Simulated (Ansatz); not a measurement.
`C[S][SbH2]` + H₂Te → `[SbH2][TeH]` + CH₃SH at 400 K and 1 bar (ligand exchange at the Sb–S bond).

Isolated molecules relaxed with PBE0-D4/def2-TZVP in Ansatz; ΔE leaves out vibrations. CBS: MP2 limit from def2 TZ/QZ plus the TZ coupled-cluster correction, frozen cores. This one scheme is used for every species. Elements past krypton have def2 core potentials. For Sb, Te outer-core shells are correlated without core-valence functions, which leaves a few kJ/mol of doubt a bond.

```tsv
species	CCSD(T)/CBS energy (Eh)	H − E (kJ/mol)	S (J/(mol·K))
`C[S][SbH2]`	-678.84952	164.7	365.6
H₂Te	-268.91024	45.0	239.1
`[SbH2][TeH]`	-509.54647	75.2	333.7
CH₃SH	-438.22835	138.7	269.4
```

H − E and S are ideal-gas, rigid-rotor, harmonic terms from PBE0-D4/def2-TZVP. 1 Eh = 2625.50 kJ/mol, R = 8.31446 J/(mol·K).

By hand: ΔE, ΔH, ΔS and ΔG.

ΔE = (-509.54647) + (-438.22835) − (-678.84952) − (-268.91024) = -0.01506 Eh = -39.5 kJ/mol. Δ(H − E) = 75.2 + 138.7 − 164.7 − 45.0 = 4.2, so ΔH = -35.3 kJ/mol. ΔS = 333.7 + 269.4 − 365.6 − 239.1 = -1.6 J/(mol·K). ΔG = -35.3 − 400 × (-1.6)/1000 = -34.7 kJ/mol.

By hand: the equilibrium constant, and the temperature at which ΔG would vanish if ΔH and ΔS stayed fixed.

log₁₀ K = −ΔG/(RT ln 10) = 4.5. ΔG = 0 at ΔH/ΔS = 22062 K, far beyond where these terms or the molecules hold.

The number of gas molecules stays the same, so ΔS is small and ΔH decides. A doubt of 5 kJ/mol in ΔE shifts log₁₀ K by 0.7 here. Modes under 60 cm⁻¹, often nearly free rotors, make the harmonic entropy too high. These are equilibria of isolated gas molecules and say nothing of rates. Largest T1 diagnostic: 0.013 (customary marks: 0.02 for closed shells, 0.045 for open ones).
